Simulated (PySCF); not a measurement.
SMILES OB(O[SiH2]OB(C)C)O (C2H10B2O4Si), GFN2-xTB optimised geometry.

```
19

B      1.37    -2.26     0.00
O      0.62    -3.40     0.00
O      2.73    -2.26     0.00
O      0.74    -1.08     0.00
Si    -0.76    -0.49    -0.02
O     -0.55     1.10     0.09
B     -1.05     2.33     0.06
C     -0.09     3.57     0.32
C     -2.60     2.55    -0.22
H      1.09    -4.23     0.00
H      3.16    -3.11     0.00
H     -1.50    -0.94     1.16
H     -1.40    -0.84    -1.29
H      0.01     4.17    -0.58
H     -0.49     4.23     1.09
H      0.91     3.26     0.63
H     -2.97     1.86    -0.98
H     -3.16     2.33     0.69
H     -2.86     3.56    -0.52
```

Density from PBE0/def2-SVP in PySCF at that geometry.

Minimum of the electron density along straight lines between bonded atoms, close to the bond critical point (lines longer than 1.1 times the sum of covalent radii, or with two minima, are not listed):

```tsv
bond	length / Å	ρ at the minimum / e bohr⁻³	∇²ρ there / e bohr⁻⁵	position (fraction from the first atom)
B1–O2	1.369	0.199	1.05	0.33
B1–O3	1.360	0.204	1.10	0.33
B1–O4	1.334	0.212	1.19	0.33
O4–Si5	1.615	0.131	1.13	0.59
Si5–O6	1.604	0.133	1.17	0.42
O6–B7	1.330	0.207	1.29	0.67
B7–C8	1.591	0.178	…	0.32
B7–C9	1.593	0.177	…	0.32
O2–H10	0.957	0.359	-2.37	0.81
O3–H11	0.956	0.361	-2.36	0.81
Si5–H12	1.463	0.121	0.32	0.49
Si5–H13	1.464	0.121	0.32	0.49
C8–H14	1.089	0.268	-0.93	0.62
C8–H15	1.088	0.269	-0.94	0.62
C8–H16	1.086	0.273	-0.98	0.62
C9–H17	1.087	0.270	-0.95	0.62
C9–H18	1.089	0.267	-0.93	0.62
C9–H19	1.086	0.273	-0.98	0.62
```

### Question
What belongs in the gaps?

### Answer

- B7–C8, ∇²ρ there / e bohr⁻⁵: -0.19
- B7–C9, ∇²ρ there / e bohr⁻⁵: -0.17
